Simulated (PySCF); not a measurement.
## Worked example: entropy of an ideal gas

Be(F)(SH) (BeFHS), SMILES [Be]([F])[SH].

The structure is a stationary point at r2SCAN-D4/def2-TZVP. One conformer was computed; it need not be the lowest.

r2SCAN-D4/def2-TZVP in PySCF 2.14.0 gives the harmonic wavenumbers 245, 291, 479, 649, 1360, 2677 cm⁻¹ and the rotational temperatures 13.7068, 0.1808, 0.1784 K. The molar mass is 61.08 g/mol, the symmetry number 1, the spin multiplicity 1.

Question: Work out the entropy at 298.15 K and 1 atm in the rigid-rotor, harmonic-oscillator model.

Answer: 
Translation (Sackur–Tetrode at 1 atm): S = R[1.5 ln M + 2.5 ln T − 1.16487] = 160.0 J/(mol K).
Rotation: q = (√π/σ) T^1.5/√(θA θB θC) = 13700, S = R[ln q + 3/2] = 91.7 J/(mol K).
Vibration: with u = 1.4388 ν/T, each mode gives R[u/(e^u − 1) − ln(1 − e^−u)]:
```json
[
 {"ν (cm⁻¹)": "245", "modes": "1", "u": "1.18", "S (J/(mol K))": "7.39"},
 {"ν (cm⁻¹)": "291", "modes": "1", "u": "1.40", "S (J/(mol K))": "6.14"},
 {"ν (cm⁻¹)": "479", "modes": "1", "u": "2.31", "S (J/(mol K))": "2.98"},
 {"ν (cm⁻¹)": "649", "modes": "1", "u": "3.13", "S (J/(mol K))": "1.56"},
 {"ν (cm⁻¹)": "1360", "modes": "1", "u": "6.56", "S (J/(mol K))": "0.09"}
]
```
The stiffer modes add less than 0.005 each. Sum 18.2 J/(mol K).
Spin: R ln 1 = 0.0 J/(mol K).
Total 269.9 J/(mol K); the program's own thermochemistry gives 269.9. Translation makes up 59 % and vibration 7 %. Anharmonicity, hindered rotation and orbital degeneracy are left out.
